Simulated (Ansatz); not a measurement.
Frontier orbitals of `[CH3][InH][CH3]`.

Z-matrix (Å, degrees):
```
C
In 1 2.160
H 1 1.093 2 109.9
H 1 1.093 2 109.8 3 -117.9
H 1 1.090 2 112.0 3 121.2
C 2 2.160 1 118.8 3 56.7
H 2 1.735 1 120.6 3 -123.4
H 6 1.093 2 109.8 1 -59.4
H 6 1.090 2 112.0 1 179.6
H 6 1.093 2 109.9 1 58.5
```

Total charge 0; spin multiplicity 1. Correlated methods include outer-core shells of In, which these sets cover unevenly. In: def2 effective core potential. All single points use the PBE0-D4/def2-TZVP geometry. Basis def2-TZVPP, Ansatz.

Orbital energies of one run (eV). Highest occupied ones, from the top: -6.69, -7.00, -10.20, -10.25, -10.36, -10.37, -10.48, -17.73, -18.03, -19.66, -19.71, -19.72, -19.85, -20.05. Empty: -1.39, 0.15, 0.95, 2.01, 2.30, 2.38.

**Question.** Which functional gave them?
A. B97M-V
B. ωB97M-V
C. CAM-B3LYP
D. r2SCANh

**Answer.** D. HOMO energies: r2SCANh -6.69, B97M-V -6.30, ωB97M-V -9.36, CAM-B3LYP -8.49 eV.
